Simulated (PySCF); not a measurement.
Al(Cl)(Me)(NHMe) (C2H7AlClN), SMILES [Cl][Al]([CH3])[NH]C. Atoms are numbered in the order given.

```xyz
12

Al    -0.2531     0.1121     0.0000
Cl     0.6628     2.0261     0.0000
C     -2.1893    -0.0669     0.0000
H     -2.5179    -1.1186     0.0000
H     -2.6263     0.4251     0.8853
H     -2.6263     0.4251    -0.8853
N      0.8709    -1.2592     0.0000
C      0.5824    -2.6824     0.0000
H      1.8708    -1.0708     0.0000
H      0.9867    -3.2001    -0.8907
H      0.9867    -3.2001     0.8907
H     -0.5064    -2.8518     0.0000
```

Geometry: B3LYP-D3(BJ)/def2-SVP. The structure was generated by enumeration; whether it is a known compound was not checked. The values are those of a single conformer.

Computed with r2SCAN/def2-TZVP in PySCF.

ESP charges are fitted to the potential on shells at 1.4 to 2.0 van der Waals radii. Atomic charges (e):

```tsv
atom	meta-Löwdin	ESP fit
Al1	0.88	0.78
Cl2	-0.36	…
C3	-0.67	…
H4	0.13	…
H5	0.14	…
H6	0.14	…
N7	-0.58	-0.77
C8	-0.22	0.11
H9	0.23	0.32
H10	0.10	…
H11	0.10	…
H12	0.11	…
```

**Question.** Fill in the missing entries. (An estimate is asked for; the answer gives what the named calculation found.)

**Answer.** 
- Cl2, ESP fit: -0.34
- C3, ESP fit: -0.54
- H4, ESP fit: 0.14
- H5, ESP fit: 0.11
- H6, ESP fit: 0.11
- H10, ESP fit: 0.02
- H11, ESP fit: 0.02
- H12, ESP fit: 0.03
